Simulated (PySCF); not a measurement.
Cost of response and excited-state runs on `CN(C)/C=C(\F)C=[N+](C)C`, [C$_{7}$H$_{14}$FN$_{2}$]+, charge +1

Cartesian coordinates in Å; atom numbers follow the order of the lines, from 1:
```xyz
24

C     2.785   -0.905    0.766
N     2.419    0.277    0.017
C     3.517    1.091   -0.439
C     1.177    0.606   -0.250
C     0.003   -0.053    0.101
F     0.079   -1.201    0.826
C    -1.246    0.432   -0.273
N    -2.434   -0.069   -0.023
C    -2.642   -1.281    0.738
C    -3.627    0.578   -0.508
H     2.422   -1.806    0.271
H     2.361   -0.874    1.771
H     3.867   -0.962    0.845
H     3.159    1.967   -0.976
H     4.161    0.510   -1.102
H     4.114    1.421    0.414
H     1.039    1.514   -0.822
H    -1.229    1.346   -0.850
H    -2.235   -1.182    1.745
H    -3.707   -1.482    0.811
H    -2.158   -2.131    0.257
H    -4.183   -0.104   -1.153
H    -4.268    0.853    0.331
H    -3.384    1.475   -1.072
```

Total charge +1.

PySCF with density fitting, on 1 thread of an Arm Neoverse V1, shared host. Command: `OMP_NUM_THREADS=1 python excited_run.py task.json out`

Problem. How long does this run take, and how much memory?
- excited states, PBE0/def2-SVP; Tamm-Dancoff; spin-orbit couplings; 8 states; 6 triplets; quadratic response for 4 states

Solution. 
```
           run          level  basis functions  wall time  peak memory (GiB)
excited states  PBE0/def2-SVP              210       55 s               0.99
```
Times from a shared host are rough.
